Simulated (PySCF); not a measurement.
Lowest empty level (eV) of eight silicon and germanium compounds: PBE beside r2SCAN, computed with PySCF for isolated molecules in the bases named; differences from unrounded values. The eight are the first of their class met in an unordered collection, after screening for sound electronic states; none was chosen by its value. Each molecule has one DFT geometry for both levels.

| molecule | basis | r2SCAN | PBE | difference |
|---|---|---|---|---|
| C2H12OSi3, SMILES CO[Si@@H]([SiH3])C[SiH3] | def2-TZVP | -0.72 | -0.97 | -0.26 |
| CH₇OPSi, SMILES CO[SiH2]P | def2-TZVP | -0.47 | -0.77 | -0.30 |
| Si(CF3)(Cl)2(H) (CHCl2F3Si), SMILES FC(F)(F)[SiH](Cl)Cl | def2-TZVP | -0.99 | -1.32 | -0.33 |
| CH₁₃NSi₄, SMILES N[Si@@H](C[SiH3])[SiH2][SiH3] | def2-TZVP | -0.79 | -1.07 | -0.28 |
| C₂H₁₀O₂Si₂, SMILES C([SiH](CO)[SiH3])O | def2-TZVP | -0.65 | -0.96 | -0.31 |
| C3H8FNSi, SMILES C/C=N/[C@H](F)[SiH3] | def2-TZVP | -1.19 | -1.41 | -0.22 |
| CH₁₀FNSi₃, SMILES N[SiH2][Si@@H](F)C[SiH3] | def2-TZVP | -0.86 | -1.20 | -0.34 |
| C₃H₆N₂Si, SMILES [SiH3]/N=C/CC#N | def2-TZVP | -2.30 | -2.48 | -0.18 |

PBE lies below r2SCAN in 8 and above it in 0 of the eight; the mean signed difference is -0.28 and the largest -0.34 eV.
